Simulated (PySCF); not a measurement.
**Frontier levels across methods**

Species: C3H8BCl.
Z-matrix (Å and degrees, PBE0-D3(BJ)/def2-SVP geometry), rows numbered from 1:
```
B 
C   1  1.5565
C   2  1.5153  1  117.29
C   3  1.5141  2  113.39  1    69.72
Cl  3  1.8135  2  109.99  1  -168.08
H   1  1.2096  2  119.38  3  -171.72
H   1  1.2119  2  122.03  3    11.42
H   2  1.1052  1  111.32  3   129.31
H   2  1.1116  1  102.72  3  -120.74
H   3  1.1001  2  109.80  1   -53.72
H   4  1.0987  3  111.16  2   178.99
H   4  1.1022  3  109.77  2   -61.24
H   4  1.1005  3  110.62  2    58.49
```

Basis pcSseg-2 throughout (PySCF), one geometry. Isolated species at its PBE0-D3(BJ)/def2-SVP geometry (one conformer only).

**Question.** How do the orbital energies, the gap and the dipole change with the method?

**Answer.** 
```tsv
method	kind	HOMO (eV)	LUMO (eV)	gap (eV)	μ (D)	SCF cycles
BLYP	GGA	-6.75	-2.53	4.21	1.58	14
B97-D	GGA	-6.87	-2.45	4.42	1.62	14
OPBE	GGA	-6.87	-2.44	4.43	1.56	15
PBE	GGA	-6.89	-2.68	4.21	1.55	14
KT2	GGA	-6.99	-2.69	4.29	1.64	15
BP86	GGA	-6.99	-2.72	4.27	1.59	14
KT3	GGA	-6.99	-2.57	4.43	1.62	15
LDA	LDA	-7.02	-2.97	4.05	1.56	14
B97-2	global hybrid	-8.00	-1.61	6.39	1.70	13
B3LYP	global hybrid	-8.01	-1.88	6.13	1.69	12
PBE0	global hybrid	-8.27	-1.64	6.63	1.69	12
mPW1PW91	global hybrid	-8.29	-1.63	6.66	1.70	12
BHandHLYP	global hybrid	-9.53	-0.62	8.91	1.84	12
CAM-B3LYP	range-separated hybrid	-9.67	-0.57	9.11	1.74	12
wB97X-D	range-separated hybrid	-10.16	0.27	10.43	1.76	13
LC-wPBE	range-separated hybrid	-11.09	0.67	11.76	1.75	12
HF	Hartree–Fock	-11.53	1.68	13.21	2.03	10
```

The HOMO spans 4.79 eV, from BLYP down to HF, and the gap runs from 4.05 eV (LDA) to 13.21 eV (HF). Over the methods BLYP (0 %), B97-D (0 %), OPBE (0 %), PBE (0 %), KT2 (0 %), BP86 (0 %), KT3 (0 %), LDA (0 %), B97-2 (21 %), B3LYP (20 %), PBE0 (25 %), mPW1PW91 (25 %), BHandHLYP (50 %), HF (100 %), a straight line through the gap against the share of exact exchange rises by 0.90 eV for each 10 % (correlation coefficient 0.999). The dipole ranges from 1.55 D (PBE) to 2.03 D (HF). This basis has no diffuse functions.
